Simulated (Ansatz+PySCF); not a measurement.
## singlet BF3: levels of theory in one basis

```xyz
4

B     0.0000    0.0000    0.0000
F     1.3104    0.0000    0.0000
F    -0.6552    1.1348    0.0000
F    -0.6552   -1.1348    0.0000
```

Basis set: def2-SVP (spherical functions). Correlated methods keep 4 orbitals frozen. Charge 0, multiplicity 1.

Computed with Ansatz (development build ahead of 0.2.0); each method stands on the lowest determinant of its kind that the runs found. NEVPT2 correlates all electrons. Active spaces start from the frontier orbitals, and the lowest solution found is given.

| method | E − E(RHF) (eV) | <S²> of the determinant |
| --- | --- | --- |
| RHF | 0.00 | 0.00 |
| RHF-MP2 | -17.13 | – |
| RHF-CCSD | -17.32 | – |
| RHF-CCSD(T) | -17.60 | – |
| CASSCF(2,2) | -0.45 | – |

(1) What does SC-NEVPT2(2,2) give on the same scale?

(2) Is a single determinant a sound starting point here?

## Answers

(1) -17.26 eV. NEVPT2 here correlates all electrons, so it doesn't share the others' frozen core.

(2) By this sign, yes. Unrestricted orbitals gain 0.00 eV and <S²> is 0.00 against 0.00 for a pure state. The CASSCF(2,2) natural occupations are 1.99, 0.01.

Caution for CASSCF(2,2): other starts end on other solutions of this active space.
